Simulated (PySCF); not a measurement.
Simulated absorption spectrum

Species: Cu(PH3)Br (singlet state).
SMILES: `[PH3]->[Cu][Br]`

The calculation used TDDFT CAM-B3LYP/def2-SVPD, vertical, gas phase, core orbitals frozen in the response (PySCF 2.14.0, density-fitted response routines). Geometry: PBE0-D3(BJ)/def2-SVP; no solvent, vibrations or thermal averaging. Relativistic effects, spin–orbit coupling among them, are left out although an element past zinc is present.

Broadening: Gaussians 0.5 eV wide at half height, area fixed by f = 4.319×10⁻⁹ ∫ε dν̃. The width is an assumption, not a result. The curve ends short of the highest state used, and states not computed would add to its high-energy end.

| λ (nm) | ε (L mol⁻¹ cm⁻¹) |
| --- | --- |
| 220.7 | 13431 |
| 222.2 | 14192 |
| 223.7 | 14576 |
| 225.2 | 14550 |
| 226.7 | 14121 |
| 228.3 | 13271 |
| 229.8 | 12182 |
| 231.3 | 10899 |
| 232.8 | 9514 |
| 234.3 | 8111 |
| 235.8 | 6759 |
| 237.3 | 5511 |
| 238.8 | 4400 |
| 240.3 | 3444 |
| 241.8 | 2644 |
| 243.3 | 1994 |
| 244.8 | 1477 |
| 246.3 | 1076 |
| 247.8 | 772 |
| 249.3 | 546 |
| 250.8 | 380 |
| 252.3 | 261 |
| 253.8 | 177 |
| 255.3 | 119 |
| 256.8 | 79 |
| 258.3 | 52 |
| 259.9 | 33 |
| 261.4 | 21 |
| 262.9 | 14 |
| 264.4 | 9 |
| 265.9 | 5 |
| 267.4 | 3 |
| 268.9 | 2 |
| 270.4 | 1 |
| 271.9 | 1 |
| 273.4 | 1 |
| 274.9 | 0 |
| 276.4 | 0 |
| 277.9 | 0 |
| 279.4 | 0 |
| 280.9 | 0 |
| 282.4 | 0 |
| 283.9 | 0 |
| 285.4 | 0 |

Task: Locate the maxima and give the states behind the curve.

Result: 224 nm (5.53 eV), ε about 15000, made up of S6 (24%), S7 (24%) and S8 (50%) (ε in L mol⁻¹ cm⁻¹; maxima over ε = 5, shares over 10%). The states used: S1 5.09 eV (f 0.0000); S2 5.14 eV (f 0.0001); S3 5.14 eV (f 0.0000); S4 5.37 eV (f 0.0022); S5 5.37 eV (f 0.0024); S6 5.52 eV (f 0.065); S7 5.52 eV (f 0.065); S8 5.53 eV (f 0.136); S9 5.84 eV (f 0.0000); S10 5.84 eV (f 0.0002); S11 6.05 eV (f 0.016); S12 6.05 eV (f 0.016); S13 6.22 eV (f 0.102).

Task: What would ε be at 5.53 eV, the highest of these maxima, with half the width (0.25 eV)?

Result: About 28700 L mol⁻¹ cm⁻¹ against 14600, a factor of about 1.96; a lone state at its own centre would give exactly 2.

Task: On this curve, what absorbance would a 10⁻³ mol/L sample give at 266 nm over a 1 cm path?

Result: 266 nm is 4.661 eV, where ε is about 5.3 L mol⁻¹ cm⁻¹, so A = ε c l ≈ 0.0053 (Beer–Lambert, with the gas-phase spectrum and the assumed width).

Task: Coming from long wavelengths, where does ε first pass 100 L mol⁻¹ cm⁻¹?

Result: At about 256 nm (4.84 eV), 0.25 eV below S1.

The vertical ionisation energy (ΔSCF) is 9.09 eV, 2.88 eV above S13.

On one thread of an x86-64 server (shared host), this took 30 s.
